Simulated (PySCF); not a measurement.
Gas-phase reaction: InH₃ + Cl₂ ⇌ InCl₂ + 3 H

Energies from PySCF, thermal terms from the rigid-rotor harmonic-oscillator model, ideal gas at 1 bar. † marks an energy on the PBE0/def2-TZVP geometry and frequencies. MP2 freezes the core. Open shells (unrestricted): InCl₂ (multiplicity 2), H (multiplicity 2); the rest are closed-shell singlets. B3LYP is the form with VWN-RPA correlation. In: scalar-relativistic def2 core potential, no spin-orbit coupling. InH₃, InCl₂: computed as isolated molecules; such fragments, hydroxides, amides, oligomers or adducts are transient or little studied in the gas. MP2 isn't extrapolated to the basis-set limit; its ΔH°(298 K) is 215.8 kJ in def2-SVP and 263.7 kJ in def2-TZVPP. The harmonic model lacks anharmonicity and excited electronic states, which grow with temperature; levels with a mode under 35 cm⁻¹ are left out. Soft modes under 120 cm⁻¹ make the harmonic entropy rough for InCl₂.

ΔH° and ΔS° at 298 K: B3LYP/def2-TZVP† 319 kJ, 206 J/K; M06-2X/def2-TZVP† 274 kJ, 206 J/K; MP2/def2-SVP† 216 kJ, 206 J/K; r2SCAN/def2-TZVP† 290 kJ, 206 J/K; LDA/def2-TZVP† 383 kJ, 206 J/K.

### Question
With the heat capacities included, give log10 K (1 bar) at 500, 600, 800, 1600, 2500 K from B3LYP/def2-TZVP†, M06-2X/def2-TZVP†, MP2/def2-SVP†, r2SCAN/def2-TZVP†, LDA/def2-TZVP†.

### Answer
| T (K) | B3LYP/def2-TZVP† | M06-2X/def2-TZVP† | MP2/def2-SVP† | r2SCAN/def2-TZVP† | LDA/def2-TZVP† |
|---|---|---|---|---|---|
| 500 | -22.4 | -17.6 | -11.6 | -19.4 | -29.0 |
| 600 | -16.7 | -12.7 | -7.7 | -14.2 | -22.2 |
| 800 | -9.5 | -6.5 | -2.7 | -7.6 | -13.6 |
| 1600 | 1.5 | 3.0 | 4.8 | 2.4 | -0.6 |
| 2500 | 5.5 | 6.4 | 7.6 | 6.1 | 4.2 |
